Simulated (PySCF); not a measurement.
## Electron correlation in Co (cobalt, neutral)

[Ar] 3d8 4s1, high-spin 4F determinant (an excited configuration). Computed with PySCF 2.14 in x2c-QZVPPall, with the spin-free X2C one-electron Hamiltonian (Gaussian nucleus). Frozen: [Ar]; 9 electrons correlated.

```csv
level,correlation energy (mhartree)
CCSD,-303.82
(T),-15.56
CCSD(T),-319.38
```

Diagnostics: T1 = 0.027, D1 = 0.0700, largest double amplitude 0.022.

Cost of the coupled-cluster step: about 70 core-seconds, for 9 correlated electrons.
